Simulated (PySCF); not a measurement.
## Mo⁺: ionisation energy

Mo⁺ [Kr] 4d5 (6S) → Mo²⁺ [Kr] 4d4 (5D), as a difference of total energies. All numbers are calculated (PySCF 2.14, scalar relativity through the core potential, in def2-SVP with the def2 core potential (28 electrons)). Correlated levels: valence: 4s2 4p6 frozen. The calculations carry no spin-orbit coupling.

| method | ionisation energy (eV) |
| --- | --- |
| UHF | 15.072 |
| BP86 | 16.440 |
| PBE | 16.393 |
| MP2 (valence) | 15.533 |
| SCS-MP2 (valence) | 15.225 |

How much does correlation contribute at MP2 (valence)?

15.533 − (15.072) = 0.461 eV, measured against UHF.

The reference lies between the lowest fine-structure levels, while these numbers refer to the centres of the terms.

Errors of the correlated levels include the incompleteness of this basis and the frozen core.

For comparison: 16.16 ± 0.12 eV (semi-empirical (NIST evaluation); NIST Atomic Spectra Database, ionization energies).
